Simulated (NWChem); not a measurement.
System: C₅H₃NS; SMILES N#Cc1ccsc1

All runs: NWChem. Geometry: optimised at PBE0/def2-SVP. Level: PBE0/def2-SVP with SMD (1 M gas to 1 M solution), gas-phase geometry.

Question: What does the run give for solvent water? Quantities: solvation free energy (kcal/mol); cavity-dispersion-structure term (kcal/mol); dipole in solution (D).

Answer: The solvation free energy (kcal/mol) is -2.7. The cavity-dispersion-structure term (kcal/mol) comes out as 4.8. The dipole in solution (D) is 5.29.
